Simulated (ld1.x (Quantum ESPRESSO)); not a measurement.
## Before and after: TM potential for chlorine

ld1.x (Quantum ESPRESSO) 7.5 input, shortened:

```
&input
   title='Cl', zed=17., rel=1, dft='PBE', iswitch=3,
   config='[Ne] 3s2 3p4 3d-2'
 /
 &inputp
   pseudotype=2, tm=.true., lloc=2,
   nlcc=.false.
 /
3
3S  1  0   2.00   0.00  0.90  0.90  0.0
3P  2  1   4.00   0.00  1.35  1.35  0.0
3D  3  2  -2.00   0.30  1.45  1.45  0.0
 &test
   configts(1)='3s2 3p4'
 /
```

All-electron outer shells of the reference configuration (PBE, scalar-relativistic, ld1.x):

```csv
shell,level (eV),outermost node (bohr),outermost maximum (bohr)
3s,-32.09,0.55,1.27
3p,-19.43,0.53,1.39
```

Change: all radii scaled by about 0.83 (s 0.74, p 1.12, d 1.20 bohr).

Cutoffs: the cutoffs (Ry, on a coarse ladder) from which the occupation-weighted sum of valence levels, in a spherical-Bessel basis at the reference potential, stays within 10 and 1 mRy of its value at 400 Ry; they do not see the model core or the augmentation charge, which bear on the density cutoff. Errors are all-electron minus pseudo energies relative to the spin-unpolarised reference configuration.

Task: What does the change do?

Result: A bound ghost appears in s, which as a rule spoils a file; of the 7 tests that both files solve, the error grows in 7 and shrinks in 0 by more than 15 % and 0.3 meV (median size 18.8 → 32.2 meV). That the errors move this way runs against the usual rule that smaller radii transfer better.

| quantity | base | changed |
| --- | --- | --- |
| cutoffs, loose and tight | 110 Ry, 300 Ry | not determined |
| bound ghosts | none | s |
| error for 3s2 3p5, meV [ΔE -13.88 eV] | +9.1 | +14 |
| error for 3s2 3p3, meV [ΔE 25.45 eV] | +19 | +32 |
| error for 3s2 3p2, meV [ΔE 63.75 eV] | +120 | +195 |
| error for 3s1 3p5, meV [ΔE 12.71 eV] | +40 | +85 |
| error for 3s2 3p4.5, meV [ΔE -8.29 eV] | +3.3 | +4.9 |
| error for 3s2 3p5.3, meV [ΔE -16.01 eV] | +13 | +20 |
| error for 3s1 3p6, meV [ΔE -1.72 eV] | +57 | +111 |

 A true bound ghost makes a file unfit for plane-wave use even where its test errors are small: the radial tests pick states by their node count and pass the ghost by.
